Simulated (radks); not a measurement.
Values are calculated unless marked as measured or tabulated.
The thallium ion Tl+, [Hg]. Level of theory: non-relativistic Kohn-Sham, exchange-only LDA, spin-polarised, spherical densities, point nucleus (a radial shooting solver on a logarithmic mesh with Libxc functionals). Every spin shell is full or empty, so the densities are truly spherical. Functionals are evaluated on that one density, not self-consistently. Rank these exchange functionals by their error against the exact value of the orbitals, and give that value: LDA, B88, PW86, WC, AM05, G96, SCAN, Tao-Mo, TASK.

Answer. Exact: -351.691 hartree. From best to worst, with 100 (|E| - |E exact|)/|E exact| (equal figures are ties): SCAN +0.06, B88 +0.08, PW86 -0.38, G96 +0.48, WC -0.60, Tao-Mo -0.82, TASK -1.80, AM05 -3.57, LDA -3.76.
